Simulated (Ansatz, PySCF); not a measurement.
Tl2H6 in two programs

Tl2H6 (singlet), relaxed with PySCF 2.14.0, RKS B3LYP, Tl def2-SVP with ECP60, H def2-SVP; non-relativistic Hamiltonian with scalar-relativistic core potentials where named; density fitting; no spin-orbit coupling:

```xyz
8

Tl    0.0000    0.0000    1.5800
Tl    0.0000    0.0000   -1.5800
H     1.2938    0.0000    0.0000
H    -1.2938    0.0000    0.0000
H     0.0000    1.6374    2.0893
H     0.0000   -1.6374    2.0893
H     0.0000    1.6374   -2.0893
H     0.0000   -1.6374   -2.0893
```

There the HOMO–LUMO gap is 6.08 eV. 

The same geometry by Ansatz 0.2.0 (PBE, PAW, a periodic box with 9 Å of vacuum):

| spin-orbit coupling | gap (eV) | largest force component (eV/Å) |
| --- | --- | --- |
| without | 4.75 | 0.08 |

(1) What does the run with spin-orbit coupling give?

The spin-orbit runs use fully relativistic datasets of their own, so changes of a few hundredths of an eV needn't come from the coupling.

The two programs differ in functional, so their gaps don't test each other.

Results:

(1) gap (eV): 4.66, largest force component (eV/Å): 0.14. It took 30 s on 2 threads of Arm Neoverse V1, on a shared host, peak memory 2.1 GiB.
